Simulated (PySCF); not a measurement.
**Correlation energy of Cl (chlorine, neutral)**

[Ne] 3s2 3p5, 2P determinant. Computed with PySCF 2.14 in Sapporo-DZP-2012 (5s4p2d, 27 functions), with the spin-free X2C one-electron Hamiltonian (Gaussian nucleus). Frozen: [Ne]; 7 electrons correlated.

MP2 pair energies summed by pair of shells (mhartree):

```
 pair  energy  share (%)
3p-3p  -79.21       67.1
3s-3p  -31.91       27.0
3s-3s   -6.95        5.9
```

Total MP2 correlation energy: -118.07 mhartree.

Same-spin part -30.97 and opposite-spin part -87.11 mhartree; SCS-MP2 scales them by 1/3 and 6/5 to -114.85 mhartree.

```csv
level,correlation energy (mhartree)
CCSD,-137.15
(T),-1.77
CCSD(T),-138.92
```

Diagnostics: T1 = 0.0064, D1 = 0.0230, largest double amplitude 0.048.

Question: Is a single reference adequate?

Answer: Yes: T1 lies below 0.03 and no double amplitude reaches 0.07.
